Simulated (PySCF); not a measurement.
A structure optimised at PBE-D3(BJ)/def2-SVP, used in a PySCF frequency run:

```xyz
8

F      0.2670    -2.9142     0.0000
C     -0.2967    -1.7048     0.0000
C      0.3825    -0.5678     0.0000
C      0.0544     0.8700     0.0000
F      0.5470     1.4987    -1.0892
F      0.5470     1.4987     1.0892
F     -1.2983     1.0452     0.0000
H     -1.4053    -1.7398     0.0000
```
Charge 0, spin multiplicity 2.

Problem. Write its SMILES, formula and point group.

Solution. F/C=[C]/C(F)(F)F, C3HF4, Cs

Problem. What are its rotational constants (standard atomic weights)?

Solution. 5.3413, 1.3907, 1.3738 GHz
